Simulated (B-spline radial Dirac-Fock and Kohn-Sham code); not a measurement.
**Core-level shifts of samarium with charge state**

Method: Dirac-Fock ΔSCF + Breit + QED. Computed with a radial B-spline solver. Each ion is free and in its tabulated ground configuration. Correlation and solid-state effects are left out.

Reference: Sm²⁵⁺, [Kr] 4d1, with L2 (2p1/2) 8138.1 eV, M1 (3s) 2522.6 eV, M2 (3p1/2) 2340.1 eV, M4 (3d3/2) 1903.1 eV, N1 (4s) 1050.6 eV. Shifts from it, in eV (a dash: the subshell is empty, belongs to an open shell averaged over j, or its hole state is left out as unreliable):

```csv
ion,configuration,L2 (2p1/2),M1 (3s),M2 (3p1/2),M4 (3d3/2),N1 (4s)
Sm²⁶⁺,[Ar] 3d10 4s2 4p6,+56.4,+51.2,+51.5,+51.8,+41.1
Sm²⁷⁺,[Ar] 3d10 4s2 4p5,+114.2,+103.1,+103.4,+104.6,+80.2
Sm²⁸⁺,[Ar] 3d10 4s2 4p4,+173.0,+155.7,+156.1,+158.2,+119.7
Sm²⁹⁺,[Ar] 3d10 4s2 4p3,–,+209.0,–,+212.5,+159.6
Sm³⁰⁺,[Ar] 3d10 4s2 4p2,+293.2,+263.0,+263.2,+267.6,+199.9
Sm³¹⁺,[Ar] 3d10 4s2 4p1,+354.7,+317.6,+317.9,+323.3,+240.6
Sm³²⁺,[Ar] 3d10 4s2,+417.2,+372.9,+373.2,+379.7,+281.8
Sm³³⁺,[Ar] 3d10 4s1,+480.5,–,+430.0,+437.5,+329.2
Sm³⁴⁺,[Ar] 3d10,+544.7,+483.6,+487.4,+495.9,–
```
